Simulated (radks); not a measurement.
Excited configurations of Pt XLIX: one electron is placed in a higher orbital outside [Ar] 3d10 4s1. The ground configuration is [Ar] 3d10 4s2. Method: scalar-relativistic Kohn-Sham, PBE, spin-polarised, spherical densities, point nucleus; open shells are filled with parallel spins first (spin-orbit coupling, left out, can overturn this in heavy ions); computed with a radial shooting solver on a logarithmic mesh with Libxc functionals. Excitation = E - E(ground); binding = E(ion) - E, where the ion is the core of charge +49; n* = 49/sqrt(2 binding) in atomic units. These energies are relativistic, and a one-electron ion of charge +49 with no core already has n* below n in this formula (scalar-relativistic equation, point nucleus: 4p 3.969, 5s 4.944, 5p 4.967, 6f 5.990, 7s 6.941, 7d 6.981). The quantum defect is therefore taken as that value minus n*, so that it holds no relativistic shift of the bare ion.

| outer orbital | excitation (eV) | binding (eV) | n* | quantum defect | eigenvalue (eV) | <r> (bohr) |
|---|---|---|---|---|---|---|
| 4p | 198.07 | 2578.9 | 3.559 | 0.410 | -2551.1 | 0.3729 |
| 5s | 1112.5 | 1664.5 | 4.430 | 0.513 | -1649.2 | 0.6040 |
| 5p | 1210.2 | 1566.8 | 4.566 | 0.401 | -1552.1 | 0.6222 |
| 6f | 1828.0 | 948.97 | 5.867 | 0.123 | -939.03 | 0.9323 |
| 7s | 1985.1 | 791.93 | 6.423 | 0.518 | -785.35 | 1.267 |
| 7d | 2053.5 | 723.46 | 6.720 | 0.261 | -717.07 | 1.326 |

The Delta-SCF ionisation energy is 2777.0 eV (NIST Atomic Spectra Database: 2762 eV, theoretical). Self-interaction in the functional shifts the binding energies and quantum defects, so they are the method's values and not measured ones.
